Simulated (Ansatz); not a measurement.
Start from `N#C[O][GaH2]` and change one atom or group to get `BCOC#N`.

Ansatz, PBE0-D4/def2-TZVP geometries, multiplicity 1. Each molecule was computed in one conformer, which needn't be the lowest.

Scalar relativity is left out up to krypton.

| property | `N#C[O][GaH2]` |
| --- | --- |
| zero-point energy (PBE0-D4/def2-TZVP) / kJ/mol | 68.7 |
| HOMO energy (B3LYP/def2-TZVPP) / eV | -7.99 |
| LUMO energy (ωB97M-V/def2-TZVPP) / eV | -0.67 |
| HOMO energy (PBE/def2-TZVPP) / eV | -6.89 |
| size of the dipole moment (B3LYP/def2-TZVPP) / D | 5.84 |
| LUMO energy (PBE0/def2-TZVPP) / eV | -2.39 |

Task: What does the change do to each property? (Best estimate.)

Result: Computed: 
```
                                        property  `BCOC#N`  shift
  zero-point energy (PBE0-D4/def2-TZVP) / kJ/mol     158.9   90.2
             HOMO energy (B3LYP/def2-TZVPP) / eV     -8.27  -0.28
           LUMO energy (ωB97M-V/def2-TZVPP) / eV     -0.31   0.36
               HOMO energy (PBE/def2-TZVPP) / eV     -7.09  -0.20
size of the dipole moment (B3LYP/def2-TZVPP) / D      4.50  -1.34
              LUMO energy (PBE0/def2-TZVPP) / eV     -2.28   0.11
```

With PBE0 the HOMO falls by 0.30 eV and the LUMO rises by 0.11 eV, so the gap widens by about 0.41 eV. PBE moves the HOMO by -0.20 eV and ωB97M-V by -0.32 eV. The zero-point energy changes by 90.2 kJ/mol with +9 modes. Dipoles are sizes alone; their direction can turn.

B3LYP here is the variant with VWN-RPA as its local correlation; programs differ in this.
